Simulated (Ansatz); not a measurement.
Computed with Ansatz on PBE0-D4/def2-TZVP structures; ΔE is electronic, products minus reactants. CBS: MP2 limit from def2 TZ/QZ plus the TZ coupled-cluster correction, frozen cores. DFT in def2-TZVPP. B3LYP here is the variant with VWN-RPA as its local correlation; programs differ in this. Each species was taken in one conformer, which may not be the lowest.

Reaction (redistribution): `CB[NH][AlH][CH3]` + `[AlH2][SiH2]C[SiH3]` → `CB[SiH2][AlH2]` + `[CH3][AlH][NH]C[SiH3]`

```csv
level,ΔE (kJ/mol)
r2SCAN-D4,232.4
PBE0-D4,230.6
B3LYP-D4,225.6
ωB97X-V,230.5
ωB97M-V,240.7
MP2/def2-TZVPP,244.6
MP2/def2-QZVPP,245.9
CCSD/CBS(def2),233.5
```

Q: What does CCSD(T)/CBS give? (Best estimate.)

A: The calculation gave: +235.2 kJ/mol. The listed levels differ from it by -2.8, -4.6, -9.6, -4.7, 5.5, 9.4, 10.7, -1.7 kJ/mol.

Largest T1 diagnostic among the species: 0.014.

In def2-TZVPP, CCSD(T) changes the Hartree–Fock value by +11.0 kJ/mol (the triples alone add +1.8 kJ/mol) and MP2 by +22.4 kJ/mol. From PBE to PBE0 (25 % exact exchange), in def2-TZVPP and without D4, ΔE moves by +9.6 kJ/mol.
